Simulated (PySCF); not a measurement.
Isomers of C5H15NSi2, one GFN2-xTB conformer each. Single-point energies are computed at PBE0/pcSseg-1 (PySCF, gas phase, no added dispersion term), electronic only.

```tsv
SMILES	GFN2-xTB relative energy (kcal/mol)
CC/C=C/[SiH2]N[SiH2]C	18.3
CC[C@@H]1C[C@H]1N([SiH3])[SiH3]	0.0
```

Conformers: `[CH3:1][CH2:2]/[CH:3]=[CH:4]/[SiH2:5][NH:6][SiH2:7][CH3:8]` with C1–C2–C3–C4 -122°, C3–C4–Si5–N6 -165°, C4–Si5–N6–Si7 179°, Si5–N6–Si7–C8 -179°; `[CH3:1][CH2:2][C@@H:3]1[CH2:4][C@H:5]1[N:6]([SiH3:7])[SiH3:8]` with C1–C2–C3–C4 154°, C4–C5–N6–Si7 151°.

Q: What does PBE0/pcSseg-1 give for the same structures?

A: 
```json
{"SMILES": "CC/C=C/[SiH2]N[SiH2]C", "PBE0/pcSseg-1 E (Eh)": "-832.72191", "PBE0/pcSseg-1 (kcal/mol)": "0.0", "GFN2-xTB (kcal/mol)": "18.3", "point group": "C1"}
{"SMILES": "CC[C@@H]1C[C@H]1N([SiH3])[SiH3]", "PBE0/pcSseg-1 E (Eh)": "-832.68008", "PBE0/pcSseg-1 (kcal/mol)": "26.2", "GFN2-xTB (kcal/mol)": "0.0", "point group": "C1"}
```

GFN2-xTB puts CC[C@@H]1C[C@H]1N([SiH3])[SiH3] lowest instead. As drawn, the lower has an N–H bond, an Si–C bond and a C=C bond outside aromatic rings, which the higher lacks; the higher has a three-membered ring, which the lower lacks.

Q: Which frontier levels, dipoles and rotational constants go with these structures?

A: 
```
                         SMILES  HOMO (eV, PBE0/pcSseg-1)  LUMO (eV)  dipole (D)       A, B, C (MHz)
          CC/C=C/[SiH2]N[SiH2]C                     -7.07      -0.16        1.81  4378, 391.6, 374.8
CC[C@@H]1C[C@H]1N([SiH3])[SiH3]                     -6.61       0.49        0.85  2011, 947.9, 687.7
```
